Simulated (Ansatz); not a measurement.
Kohn–Sham single points on `CB[SiH2]N`.

```yaml
crystal:
  periodic: [false, false, false]
  atoms:
    - {symbol: C, position_ang: [-1.030719, 1.833299, -0.248423]}
    - {symbol: B, position_ang: [-0.822905, 0.329694, 0.087721]}
    - {symbol: Si, position_ang: [0.969409, -0.576848, -0.043874]}
    - {symbol: N, position_ang: [0.822195, -2.289182, 0.116762]}
    - {symbol: H, position_ang: [-0.201306, 2.342714, -0.741329]}
    - {symbol: H, position_ang: [-1.208690, 2.337977, 0.714617]}
    - {symbol: H, position_ang: [-1.951918, 2.000268, -0.817214]}
    - {symbol: H, position_ang: [-1.773972, -0.278474, 0.504906]}
    - {symbol: H, position_ang: [1.854005, 0.083327, 0.979599]}
    - {symbol: H, position_ang: [1.631695, -0.295478, -1.352098]}
    - {symbol: H, position_ang: [1.632988, -2.883959, 0.057466]}
    - {symbol: H, position_ang: [0.156018, -2.658538, 0.775769]}
basis:
  gaussian: {orbitals: def2-TZVPP}
hamiltonian: {xc: {name: BHLYP}, dispersion: d4}
output: {orbitals: {seedname: orbitals}}
```

```sh
$ ansatz run in.yaml --threads 2 --pin off --events-out ev --progress --plain --max-ram 4352MiB
```

It prints (some lines left out):

```
Functional definition: BHLYP
1381 factors; their error is unknown
mean field evaluation 1: about -11203.5128 eV, gradient 6.1e1 eV
mean field evaluation 2: about -11203.5660 eV, gradient 5.9e1 eV
mean field evaluation 4: about -11211.0849 eV, gradient 2.4e0 eV
mean field evaluation 8: about -11211.0993 eV, gradient 7.2e-2 eV
mean field evaluation 16: about -11211.1531 eV, gradient 3.6e-5 eV
mean field -11211.15306124 eV, -412.0022758082 hartree, gradient 3.6e-5 eV, S^2 0.000000; 0 other end points of the search recorded, 0 dependent functions left out
reference -11211.15325776 eV, -412.0022830300 hartree; 20, 20 occupied and 227, 227 virtual orbitals, 1381 factors
Total energy: -11211.39985246 eV, -412.0113452183 hartree
```

It took 4.3 s on 2 threads of an Arm Neoverse V2 on a shared host, with 0.51 GiB of host memory at the peak.

With the line `hamiltonian: {xc: {name: B97M-V}}` (abridged; 14 s):

```
Functional definition: B97M-V
mean field evaluation 16: about -11211.1494 eV, gradient 4.6e-4 eV
mean field -11211.14943644 eV, -412.0021425992 hartree, gradient 1.8e-5 eV, S^2 0.000000
Total energy: -11211.14950622 eV, -412.0021451636 hartree
```

Changing it to `hamiltonian: {xc: {name: r2SCAN0}, dispersion: d4}` (abridged; 7.5 s):

```
Functional definition: r2SCAN0
mean field evaluation 16: about -11209.8304 eV, gradient 2.8e-5 eV
mean field -11209.83042027 eV, -411.9536696490 hartree, gradient 2.8e-5 eV, S^2 0.000000
Total energy: -11209.89038407 eV, -411.9558732780 hartree
```

With the line `hamiltonian: {xc: {name: r2SCANh}, dispersion: d4}` (abridged; 7 s):

```
Functional definition: r2SCANh
mean field evaluation 16: about -11210.0302 eV, gradient 5.3e-5 eV
mean field -11210.03021316 eV, -411.9610119021 hartree, gradient 5.3e-5 eV, S^2 0.000000
Total energy: -11210.08462291 eV, -411.9630114237 hartree
```

With the line `hamiltonian: {xc: pbe0, dispersion: d4}` (abridged; 4.1 s):

```
Functional definition: PBE0
mean field evaluation 16: about -11205.4737 eV, gradient 6.7e-5 eV
mean field -11205.47369908 eV, -411.7935630984 hartree, gradient 6.7e-5 eV, S^2 0.000000
Total energy: -11205.64622754 eV, -411.7999034022 hartree
```

With the line `hamiltonian: {xc: {name: wB97M-V}}` and forces (abridged; 17 s):

```
Functional definition: wB97M-V
mean field evaluation 16: about -11210.4446 eV, gradient 1.2e-4 eV
mean field -11210.44464252 eV, -411.9762419003 hartree, gradient 4.9e-5 eV, S^2 0.000000
Total energy: -11210.44469913 eV, -411.9762439808 hartree
Atom 0 force    -0.027636     0.112151    -0.017843 eV/Å
Atom 1 force    -0.060716    -0.142192     0.055256 eV/Å
Atom 2 force     0.125701     0.212306    -0.045916 eV/Å
Atom 3 force     0.004510    -0.045985     0.033304 eV/Å
Atom 4 force    -0.059167    -0.042721     0.036080 eV/Å
Atom 5 force     0.017039    -0.039512    -0.063965 eV/Å
Atom 6 force     0.073369    -0.014600     0.039582 eV/Å
Atom 7 force     0.117691     0.077114    -0.052185 eV/Å
Atom 8 force    -0.099393    -0.080784    -0.105585 eV/Å
Atom 9 force    -0.076435    -0.030199     0.136032 eV/Å
Atom 10 force    -0.035938     0.004276     0.004853 eV/Å
Atom 11 force     0.020974    -0.009854    -0.019613 eV/Å
Dipole moment:    -0.088737    -0.048682     0.141607 e Å
```
